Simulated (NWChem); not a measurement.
A series in which one site is exchanged, each optimised at PBE0/def2-SVP with NWChem, gas phase unless a solvent is named. All stand in one matching conformer (torsions within 35°), which need not be the lowest. This build's default masses of Se (78.918 u) and Br (79.917 u) are each other's, which moves their modes by up to 0.6 %. Shieldings are non-relativistic GIAO values without spin-orbit effects.

A: N[Si](F)(F)Br (SiNH2BrF2; site = Br)
B: N[SiH](F)F (SiNH3F2; site = H)
C: Cl[Si](N)(F)F (SiNH2ClF2; site = Cl)
D: N[Si](F)(F)F (SiNH$_{2}$F$_{3}$; site = F)

Values for A:

dipole (D), PBE0/def2-SVP: 3.03
orbital gap (eV), PBE0/def2-SVP: 8.81
static polarisability, CAM-B3LYP/def2-SVPD (bohr³): 52.2
SMD solvation free energy in water, PBE0/def2-SVP (kcal/mol): -3.6
29Si shift against tetramethylsilane, PBE/pcSseg-1 (ppm): -35.0

Problem. How do these values change for the other members?

Solution. 
| change from A | B | C | D |
|---|---|---|---|
| dipole (D), PBE0/def2-SVP | -0.18 | +0.02 | +0.08 |
| orbital gap (eV), PBE0/def2-SVP | +0.74 | +0.40 | +0.61 |
| static polarisability, CAM-B3LYP/def2-SVPD (bohr³) | -19.1 | -7.6 | -21.0 |
| SMD solvation free energy in water, PBE0/def2-SVP (kcal/mol) | +0.8 | +0.7 | +0.6 |
| 29Si shift against tetramethylsilane, PBE/pcSseg-1 (ppm) | -6.3 | -10.6 | -37.8 |
